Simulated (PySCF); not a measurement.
Two-component Hartree-Fock for Pb⁺ (lead, charge +1)

Start: [Xe] 4f14 5d10 6s2 6p1; 6p1/2 filled at m_j = +1/2. Calculated with PySCF 2.14 in x2c-TZVPall-2c: generalised Hartree-Fock with the X2C-1e Hamiltonian and a Gaussian nucleus; one run each with spin-orbit coupling (SO) switched off, then screened by Boettger's factors.

| spinor shell | electrons | ε, spin-free (eV) | ε, screened SO (eV) | weight of nominal j (screened SO) | rms radius, screened SO (bohr) |
| --- | --- | --- | --- | --- | --- |
| 1s1/2 | 2 | -88517.4 | -88478.1 | 1.000 | 0.0181 |
| 2s1/2 | 2 | -15998.6 | -15985.8 | 1.000 | 0.0730 |
| 2p1/2 | 2 | -13743.9 | -15328.0 | 1.000 | 0.0617 |
| 2p3/2 | 4 | -13743.9 | -13133.5 | 1.000 | 0.0700 |
| 3s1/2 | 2 | -3919.7 | -3915.1 | 1.000 | 0.186 |
| 3p1/2 | 2 | -3263.3 | -3619.1 | 1.000 | 0.178 |
| 3p3/2 | 4 | -3263.3 | -3122.7 | 1.000 | 0.195 |
| 3d3/2 | 4 | -2580.8 | -2641.6 | 1.000 | 0.170 |
| 3d5/2 | 6 | -2580.8 | -2536.4 | 1.000 | 0.175 |
| 4s1/2 | 2 | -932.93 | -931.17 | 1.000 | 0.408 |
| 4p1/2 | 2 | -714.17 | -801.96 | 1.000 | 0.412 |
| 4p3/2 | 4 | -714.17 | -678.68 | 1.000 | 0.446 |
| 4d3/2 | 4 | -454.82 | -467.98 | 1.000 | 0.455 |
| 4d5/2 | 6 | -454.82 | -444.32 | 1.000 | 0.466 |
| 5s1/2 | 2 | -175.02 | -174.29 | 1.000 | 0.915 |
| 4f5/2 | 6 | -166.98 | -168.77 | 1.000 | 0.493 |
| 4f7/2 | 8 | -166.98 | -163.78 | 1.000 | 0.495 |
| 5p1/2 | 2 | -111.97 | -128.02 | 1.000 | 0.984 |
| 5p3/2 | 4 | -111.97 | -104.91 | 1.000 | 1.08 |
| 5d3/2 | 4 | -37.132 | -38.397 | 1.000 | 1.36 |
| 5d5/2 | 6 | -37.132 | -35.390 | 1.000 | 1.41 |
| 6s1/2 | 2 | -22.396 | -22.125 | 0.997 | 2.47 |
| 6p1/2 | 1 | -13.473 | -14.811 | 0.999 | 3.03 |

```
   quantity     spin-free   screened SO
E (hartree)  -20865.34705  -20903.28138
        M_J           1/2           1/2
       ⟨J²⟩         1.247         0.760
       ⟨L²⟩         2.026         2.213
       ⟨S²⟩         0.759         0.947
```

Each row is a mean over spinors that exchange with the open shell spreads, by up to 0.620 eV (6s1/2).

Breit and QED terms are absent; they matter most for the inner s and p1/2 levels.

Densities and radii are taken from the X2C orbitals without a picture-change correction, which distorts them close to the nucleus.

Without spin-orbit coupling the j labels of p, d and f shells carry no meaning; the spin-free column gives the mean over the occupied spinors of each nl shell, and its ⟨J²⟩ belongs to a mixture of degenerate components.
